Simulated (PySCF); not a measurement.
# Radial density of Mo (molybdenum, neutral)

UHF, [Kr] 4d4 5s2, high-spin 5D determinant (an excited configuration). Computed with PySCF 2.14 in x2c-TZVPPall with one added diffuse shell each of s, p, d, f type (9s7p7d3f1g, 95 functions), with the spin-free X2C one-electron Hamiltonian (Gaussian nucleus).

```csv
r (bohr),4πr²ρ (e/bohr),4πr²(ρα − ρβ)
0.0380,47.49,-0.0044
0.0640,48.68,-0.0008
0.108,65.77,0.0807
0.181,45.08,0.3628
0.305,48.66,0.4671
0.512,30.09,-0.0065
0.862,11.23,1.1043
1.45,7.779,2.5498
2.44,1.921,1.1055
4.10,0.5551,0.0761
6.90,0.06030,-0.0237
11.6,0.0004796,-0.0003
```

Densities and radii are taken from the X2C orbitals without a picture-change correction, which distorts them close to the nucleus.

Q: Where is the radial spin density 4πr²(ρα − ρβ) most negative, and why is it negative at all?

A: Around r = 6.90 bohr, down to -0.0237 e/bohr: exchange with the open shell polarises the paired shells in an unrestricted calculation.
